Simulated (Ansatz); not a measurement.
`[SiH3][O][ZnH]` + `[SH][GaH2]` → `[ZnH][S][GaH2]` + silanol at 500 K and 1 bar (ligand exchange at a Zn–O bond).

Computed with Ansatz on PBE0-D4/def2-TZVP structures; ΔE is electronic, products minus reactants. CCSD(T)/CBS is the MP2 limit (def2-TZVPP, def2-QZVPP) plus CCSD(T) − MP2 in def2-TZVPP, frozen cores. For Ga, Zn outer-core shells are correlated without core-valence functions, which leaves a few kJ/mol of doubt a bond. Scalar relativity is left out up to krypton.

```json
{"species": "`[SiH3][O][ZnH]`", "CCSD(T)/CBS energy (Eh)": "-2145.08513", "H − E (kJ/mol)": "128.8", "S (J/(mol·K))": "378.5"}
{"species": "`[SH][GaH2]`", "CCSD(T)/CBS energy (Eh)": "-2323.53734", "H − E (kJ/mol)": "87.2", "S (J/(mol·K))": "313.7"}
{"species": "`[ZnH][S][GaH2]`", "CCSD(T)/CBS energy (Eh)": "-4101.94463", "H − E (kJ/mol)": "94.7", "S (J/(mol·K))": "385.7"}
{"species": "`O[SiH3]`", "CCSD(T)/CBS energy (Eh)": "-366.69042", "H − E (kJ/mol)": "127.5", "S (J/(mol·K))": "292.9"}
```

H − E and S are ideal-gas, rigid-rotor, harmonic terms from PBE0-D4/def2-TZVP, for one conformer and one mirror image of each species. 1 Eh = 2625.50 kJ/mol, R = 8.31446 J/(mol·K).

Q: By hand: ΔE, ΔH, ΔS and ΔG.

A: ΔE = (-4101.94463) + (-366.69042) − (-2145.08513) − (-2323.53734) = -0.01258 Eh = -33.0 kJ/mol. Δ(H − E) = 94.7 + 127.5 − 128.8 − 87.2 = 6.2, so ΔH = -26.8 kJ/mol. ΔS = 385.7 + 292.9 − 378.5 − 313.7 = -13.6 J/(mol·K). ΔG = -26.8 − 500 × (-13.6)/1000 = -20.0 kJ/mol.

Q: By hand: the equilibrium constant, and the temperature at which ΔG would vanish if ΔH and ΔS stayed fixed.

A: log₁₀ K = −ΔG/(RT ln 10) = 2.1. ΔG = 0 at ΔH/ΔS = 1971 K, though so small a ΔS makes that figure unsure.

The number of gas molecules stays the same, so ΔS is small and ΔH decides. A doubt of 5 kJ/mol in ΔE shifts log₁₀ K by 0.5 here. Other conformers and mirror images would add mixing entropy, several J/(mol·K) or more a flexible species. Modes under 60 cm⁻¹, often nearly free rotors, make the harmonic entropy too high. These are equilibria of isolated gas molecules and say nothing of rates. Largest T1 diagnostic: 0.016 (customary marks: 0.02 for closed shells, 0.045 for open ones).
